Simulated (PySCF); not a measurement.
C2H5BF2O. Atoms are numbered in the order given.

```xyz
11

B      0.5964    -0.1698     0.7473
F     -0.1836    -1.2075     1.0616
F      1.8106    -0.1206     1.2796
O      0.1924     0.8107    -0.0762
C     -1.0976     0.7770    -0.7021
C     -1.0442     0.0090    -2.0114
H     -1.8333     0.3305    -0.0137
H     -1.3778     1.8266    -0.8728
H     -0.7960    -1.0488    -1.8328
H     -2.0216     0.0517    -2.5169
H     -0.2851     0.4400    -2.6815
```

Geometry: TPSSh-D3(BJ)/def2-SVP. One conformer was computed; it need not be the lowest.

Computed with HF/pcSseg-1 in PySCF.

GIAO shieldings, no solvent; atoms listed in one row are averaged. δ = σ(ref) − σ: ¹¹B against BF3 (σ = 102.7 ppm); ¹⁹F against CFCl3 (σ = 238.5 ppm); ¹⁷O against H2O (σ = 333.0 ppm); ¹³C against TMS (σ = 192.6 ppm); ¹H against TMS (σ = 31.99 ppm), references at their B3LYP-D3(BJ)/def2-TZVP geometries, non-relativistic.

```
nucleus         atoms  count  δ (ppm)
-------  ------------  -----  -------
¹¹B                B1      1      3.4
¹⁹F                F3      1    -99.6
¹⁹F                F2      1   -104.5
¹⁷O                O4      1     74.2
¹³C                C5      1     59.6
¹³C                C6      1     21.2
¹H                 H7      1     4.11
¹H                 H8      1     3.97
¹H       H9, H10, H11      3     1.67
```
